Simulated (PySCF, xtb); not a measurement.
C₃H₄O₂Si, SMILES O=C1CC(=O)[SiH2]1.

Harmonic wavenumbers (cm⁻¹) from GFN2-xTB (xtb) at its own minimum, in rising order: 42, 274, 315, 341, 387, 395, 485, 508, 592, 620, 668, 748, 755, 929, 940, 1045, 1178, 1355, 1776, 1819, 2321, 2323, 2963, 2981.

Problem. What does PySCF with B3LYP-D3(BJ)/def2-SVP give at its own minimum? (Estimate from the structure and the level; the computed values follow.)

Solution. 62, 252, 318, 331, 356, 394, 527, 590, 601, 620, 708, 837, 880, 911, 1010, 1062, 1175, 1336, 1831, 1887, 2213, 2232, 3024, 3080. Paired by order, the mean absolute difference is 45 cm⁻¹ and the zero-point energies are 36.8 and 37.5 kcal/mol.
